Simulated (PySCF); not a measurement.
**Simulated absorption spectrum**

Species: furan-2,5-dicarbaldehyde, C₆H₄O₃.
Bonds: O1–C2 (double), C2–C3, C3–C4 (aromatic), C4–C5 (aromatic), C5–C6 (aromatic), C6–C7, C7–O8 (double), C6–O9 (aromatic), C3–O9 (aromatic). Hydrogens: H10 on C2; H11 on C4; H12 on C5; H13 on C7.

Theory: TDDFT PBE0/def2-SVPD, vertical, gas phase, core orbitals frozen in the response (PySCF). Isolated species at its PBE0-D3(BJ)/def2-SVP geometry (one conformer only). Torsions of this conformer, `[O:1]=[CH:2][c:3]1[cH:4][cH:5][c:6]([CH:7]=[O:8])[o:9]1`: O1–C2–C3–C4 0°, C5–C6–C7–O8 -1°.

Each state is given a Gaussian of 0.3 eV full width at half maximum, with ε(max) = 2.175×10⁸ f / Δν̃ (Δν̃ the width in cm⁻¹). The width is an assumption, not a result. The curve ends short of the highest state used, and states not computed would add to its high-energy end.

E (eV), ε (L mol⁻¹ cm⁻¹) and a bar:
```
     3.01          0 
     3.18          0 
     3.34          2 
     3.51         15 
     3.67         23 
     3.84          7 
     4.00          2 
     4.17        318 
     4.33       7818 ######
     4.50      41732 ##############################
     4.66      39686 #############################
     4.83       6681 #####
     4.99        247 
     5.16         11 
     5.32         34 
     5.49        236 
     5.65       3252 ##
     5.82      11194 ########
     5.98       7063 #####
     6.15        769 #
     6.31         19 
     6.48          1 
     6.64        111 
     6.81       2018 #
```

Q: Locate the maxima and give the states behind the curve.

A: 341 nm (3.64 eV), ε about 24, made up of S2 (100%); 271 nm (4.57 eV), ε about 50000, made up of S3 (100%); 212 nm (5.85 eV), ε about 12000, made up of S7 (100%) (ε in L mol⁻¹ cm⁻¹; maxima over ε = 5, shares over 10%). At its high-energy end, 6.81 eV, the curve is still rising (ε about 2000, from S8). The states used: S1 3.46 eV (f 0.0000); S2 3.64 eV (f 0.0003); S3 4.57 eV (f 0.552); S4 5.24 eV (f 0.0001); S5 5.43 eV (f 0.0004); S6 5.58 eV (f 0.0000); S7 5.85 eV (f 0.129); S8 7.00 eV (f 0.070); S9 7.30 eV (f 0.0000); S10 7.41 eV (f 0.0000).

Q: On this curve, what absorbance would a 10⁻⁴ mol/L sample give at 308 nm over a 1 cm path?

A: 308 nm is 4.025 eV, where ε is about 4.8 L mol⁻¹ cm⁻¹, so A = ε c l ≈ 0.00048 (Beer–Lambert, with the gas-phase spectrum and the assumed width).

Q: Coming from long wavelengths, where does ε first pass 100 L mol⁻¹ cm⁻¹?

A: At about 300 nm (4.13 eV), 0.66 eV above S1.

Q: What would ε be at 4.57 eV, the highest of these maxima, with half the width (0.15 eV)?

A: About 98900 L mol⁻¹ cm⁻¹ against 49600, a factor of about 1.99; a lone state at its own centre would give exactly 2.

The vertical ionisation energy (ΔSCF) is 9.93 eV, 2.52 eV above S10.

Hardware: one thread of an Arm Neoverse N1 (shared host). Cost: 8.4 min (grids of density and orbitals included), 0.93 GiB resident at most.
